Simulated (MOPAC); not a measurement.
MOPAC input (PM3):

```
PM3 FORCE THERMO(298,298) PRECISE LET UHF MS=0.5 GEO-OK AUX(PRECISION=9) THREADS=1
CH5O3Si

C     1.81372003 1    0.38672781 1    0.22179570 1
Si   -0.00898033 1   -0.04257915 1   -0.03914506 1
O    -0.15257602 1   -1.50473499 1   -0.84158823 1
O    -0.74032505 1    1.17638312 1   -0.95153183 1
O    -0.76628556 1   -0.15115018 1    1.46631702 1
H     1.91895027 1    1.45527491 1    0.42988254 1
H     2.40426665 1    0.15042649 1   -0.66700212 1
H     2.22213387 1   -0.17145681 1    1.06849314 1
H    -1.63422667 1    1.05107422 1   -1.22566653 1
H    -1.69712011 1   -0.30325334 1    1.48518480 1
```

Output:

```
 *******************************************************************************
 **                                                                           **
 **                              MOPAC v23.2.5                                **
 **                                                                           **
 *******************************************************************************
 ** MOPAC's Digital Object Identifier: https://doi.org/10.5281/zenodo.6511958 **
 **                                                                           **
 ** Please cite the open-source release paper for use of this MOPAC version:  **
 ** J. E. Moussa and J. J. P. Stewart (2026)                                  **
 ** MOPAC: An open-source semiempirical molecular orbital program             **
 ** J. Open Source Softw., 11(119), 8025, https://doi.org/10.21105/joss.08025 **
 *******************************************************************************

                              PM3 CALCULATION RESULTS

 *******************************************************************************
 *  PM3        - The PM3 Hamiltonian to be used
 *  GEO-OK     - OVERRIDE INTERATOMIC DISTANCE AND OTHER SAFETY CHECKS
 *  UHF        - UNRESTRICTED HARTREE-FOCK CALCULATION
 *  MS=        - IN MECI, MAGNETIC COMPONENT OF SPIN =  0.5
 *  LET        - OVERRIDE SOME SAFETY CHECKS
 *  PRECISE    - TIGHTER CRITERIA TO BE USED
 *  FORCE      - FORCE CALCULATION SPECIFIED
 *  AUX        - OUTPUT AUXILIARY INFORMATION
 *  THERMO     - THERMODYNAMIC QUANTITIES TO BE CALCULATED
 *******************************************************************************
PM3 FORCE THERMO(298,298) PRECISE LET UHF MS=0.5 GEO-OK AUX(PRECISION=9) THREADS=1
 CH5O3Si

   ATOM   CHEMICAL          X               Y               Z
  NUMBER   SYMBOL      (ANGSTROMS)     (ANGSTROMS)     (ANGSTROMS)

     1       C          1.81372003  *   0.38672781  *   0.22179570  *
     2      Si         -0.00898033  *  -0.04257915  *  -0.03914506  *
     3       O         -0.15257602  *  -1.50473499  *  -0.84158823  *
     4       O         -0.74032505  *   1.17638312  *  -0.95153183  *
     5       O         -0.76628556  *  -0.15115018  *   1.46631702  *
     6       H          1.91895027  *   1.45527491  *   0.42988254  *
     7       H          2.40426665  *   0.15042649  *  -0.66700212  *
     8       H          2.22213387  *  -0.17145681  *   1.06849314  *
     9       H         -1.63422667  *   1.05107422  *  -1.22566653  *
    10       H         -1.69712011  *  -0.30325334  *   1.48518480  *

          CARTESIAN COORDINATES

    NO.       ATOM           X           Y           Z

     1         C          1.8137      0.3867      0.2218
     2        Si         -0.0090     -0.0426     -0.0391
     3         O         -0.1526     -1.5047     -0.8416
     4         O         -0.7403      1.1764     -0.9515
     5         O         -0.7663     -0.1512      1.4663
     6         H          1.9190      1.4553      0.4299
     7         H          2.4043      0.1504     -0.6670
     8         H          2.2221     -0.1715      1.0685
     9         H         -1.6342      1.0511     -1.2257
    10         H         -1.6971     -0.3033      1.4852

  H: (PM3): J. J. P. STEWART, J. COMP. CHEM. 10, 209 (1989).
  C: (PM3): J. J. P. STEWART, J. COMP. CHEM. 10, 209 (1989).
[...]

 VIBRATION         20   20A           ATOM PAIR      ENERGY CONTRIBUTION    RADIAL
 FREQUENCY          3131.13         C  1 -- H  6         +65.9% ( 83.6%)     99.2%
 TRANSITION DIPOLE   0.1684         C  1 -- H  8         +19.7% ( 45.8%)     87.3%
 TRAVEL (Ang.)       0.2040         C  1 -- H  7         +13.5% ( 37.8%)     80.4%
 REDUCED MASS        0.5174         C  1 -- Si 2          +0.9% (  9.8%)      0.0%
 EFFECTIVE MASS      1.4941
 FORCE CONSTANT      2.9885

 VIBRATION         21   21A           ATOM PAIR      ENERGY CONTRIBUTION    RADIAL
 FREQUENCY          3134.45         C  1 -- H  7         +51.1% ( 73.6%)     97.7%
 TRANSITION DIPOLE   0.1467         C  1 -- H  8         +46.8% ( 70.4%)     96.9%
 TRAVEL (Ang.)       0.2059         C  1 -- H  6          +1.2% ( 11.1%)      7.0%
 REDUCED MASS        0.5072         C  1 -- Si 2          +0.9% (  9.9%)      0.0%
 EFFECTIVE MASS      1.4955
 FORCE CONSTANT      2.9361

 VIBRATION         22   22A           ATOM PAIR      ENERGY CONTRIBUTION    RADIAL
 FREQUENCY          3218.74         C  1 -- H  7         +35.0% ( 56.9%)     97.5%
 TRANSITION DIPOLE   0.1314         C  1 -- H  8         +32.7% ( 55.0%)     97.1%
 TRAVEL (Ang.)       0.2528         C  1 -- H  6         +32.2% ( 54.5%)     97.0%
 REDUCED MASS        0.3279         C  1 -- Si 2          +0.1% (  3.5%)     99.9%
 EFFECTIVE MASS      1.1125
 FORCE CONSTANT      2.0013

 VIBRATION         23   23A           ATOM PAIR      ENERGY CONTRIBUTION    RADIAL
 FREQUENCY          3940.19         O  5 -- H 10         +69.9% ( 83.8%)     99.9%
 TRANSITION DIPOLE   0.0917         O  4 -- H  9         +29.7% ( 54.6%)     99.9%
 TRAVEL (Ang.)       0.1762         Si 2 -- O  5          +0.3% (  5.3%)     24.5%
 REDUCED MASS        0.5511         Si 2 -- O  4          +0.1% (  3.4%)     24.4%
 EFFECTIVE MASS      1.3875
 FORCE CONSTANT      5.0408

 VIBRATION         24   24A           ATOM PAIR      ENERGY CONTRIBUTION    RADIAL
 FREQUENCY          3940.84         O  4 -- H  9         +69.9% ( 83.7%)     99.9%
 TRANSITION DIPOLE   0.3614         O  5 -- H 10         +29.7% ( 54.6%)     99.9%
 TRAVEL (Ang.)       0.1762         Si 2 -- O  4          +0.3% (  5.2%)     25.1%
 REDUCED MASS        0.5511         Si 2 -- O  5          +0.1% (  3.4%)     25.6%
 EFFECTIVE MASS      1.3880
 FORCE CONSTANT      5.0422

      SYMMETRY NUMBER FOR POINT-GROUP C1  =  1

          SYSTEM IS A GROUND STATE

 CH5O3Si

          MOLECULE IS NOT LINEAR

          THERE ARE 24 GENUINE VIBRATIONS IN THIS SYSTEM
          THIS THERMODYNAMICS CALCULATION IS LIMITED TO
          MOLECULES WHICH HAVE NO INTERNAL ROTATIONS

                    CALCULATED THERMODYNAMIC PROPERTIES
                                          *
   TEMP. (K)   PARTITION FUNCTION   H.O.F.    ENTHALPY  HEAT CAPACITY ENTROPY
                                   KCAL/MOL   CAL/MOLE    CAL/K/MOL  CAL/K/MOL

 298.00  VIB.     0.1777D+03                  3288.8060    19.5920    21.3302
         ROT.     0.1248D+06                   888.2803     2.9808    26.2989
         INT.     0.2217D+08                  4177.0863    22.5728    47.6291
         TRA.     0.8689D+27                  1480.4672     4.9680    39.5037
         TOT.                     -194.931    5657.5535    27.5408    87.1328

   *: NOTE: HEATS OF FORMATION ARE RELATIVE TO THE
            ELEMENTS IN THEIR STANDARD STATE AT 298K
              (=  Standard Enthalpy of Formation).

            Hvib:  Zero-point energy is not included.
                   frequencies of less than zero cm-1 are not included.
            Hrot = (3/2)RT
            Htra = (3/2)RT + pV = (5/2)RT

            Heat capacity is Cp, not Cv

          For more information, see: HTTP://OpenMOPAC.net/Manual/thermochemistry.html

           FORCE CONSTANT IN CARTESIAN COORDINATES (Millidynes/A)

    ATOM   CHEMICAL       X               Y               Z
   NUMBER   SYMBOL  FORCE CONSTANT  FORCE CONSTANT  FORCE CONSTANT

      1       C        4.597355        7.781176        7.833475
      2      Si        4.785316        7.307406        7.373427
      3       O        0.736693        4.636386        0.269638
      4       O        9.176523        1.414630        3.832545
      5       O        9.189641        1.530331        3.710154
      6       H        1.146822        4.550850        1.102602
      7       H        1.206610        3.083897        2.523399
      8       H        1.178305        0.804060        4.823149
      9       H        8.347820        0.161583        0.697304
     10       H        8.366377        0.311222        0.528898

 **********************
 *                    *
 * JOB ENDED NORMALLY *
 *                    *
 **********************

 == MOPAC DONE ==
```
